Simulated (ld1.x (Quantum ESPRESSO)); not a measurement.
Sb: one change to a TM semilocal potential, before and after

```json
{
 "Element": "antimony",
 "Generator": "ld1.x (Quantum ESPRESSO) 7.5",
 "Type": "norm-conserving Troullier–Martins (semilocal form)",
 "Functional": "PW91",
 "Relativity": "scalar-relativistic",
 "Frozen core": "[Kr] 4d10",
 "Valence charge": "5",
 "Reference configuration": "5s2 5p2 (charge +1)",
 "Partial waves": "5p (bound): rc 2.00 bohr; 5d channel at 0.05 Ry: rc 2.00 bohr; 5s (bound): rc 1.45 bohr",
 "Local potential": "the s channel",
 "Core correction": "Bessel-smoothed model core, default radius (core density twice the valence density)"
}
```

Change: all radii but the core radius scaled by about 0.93 (s 1.36, p 1.86, d 1.86 bohr).

Cutoffs: the cutoffs (Ry, on a coarse ladder) from which the occupation-weighted sum of valence levels, in a spherical-Bessel basis at the reference potential, stays within 10 and 1 mRy of its value at 400 Ry; they do not see the model core or the augmentation charge, which bear on the density cutoff. Errors are all-electron minus pseudo energies relative to the spin-unpolarised reference configuration.

Task: What does the change do?

Result: The potential gets harder (50 Ry and 160 Ry → 100 Ry and 180 Ry); of the 7 tests that both files solve, the error grows in 3 and shrinks in 0 by more than 15 % and 0.3 meV (median size 13.9 → 12.3 meV); neither file shows a bound ghost. A smaller radius makes the pseudo-wave follow the all-electron one further in, where it bends more sharply, so more plane waves are needed. That the errors move this way runs against the usual rule that smaller radii transfer better. A semilocal file is local in each channel, so a ghost entry of none says nothing of the separable form that plane-wave codes build from it.

```tsv
quantity	base	changed
cutoff, loose	50 Ry	100 Ry
cutoff, tight	160 Ry	180 Ry
loose cutoff by channel (10 mRy a level)	p 10 Ry, s 35 Ry	p 10 Ry, s 45 Ry
bound ghosts	none	none
error for 5s2 5p3, meV [ΔE -8.38 eV]	-0.1	+0.6
error for 5s2 5p1, meV [ΔE 16.05 eV]	-14	-12
error for 5s2 5p0, meV [ΔE 40.56 eV]	-79	-71
error for 5s2 5p3.3, meV [ΔE -9.55 eV]	-0.3	+0.7
error for 5s0 5p5, meV [ΔE 8.11 eV]	-74	-95
error for 5s2 5p2.5, meV [ΔE -5.09 eV]	+0.4	+0.6
error for 5s1 5p0, meV [ΔE 84.96 eV]	-357	-309
```
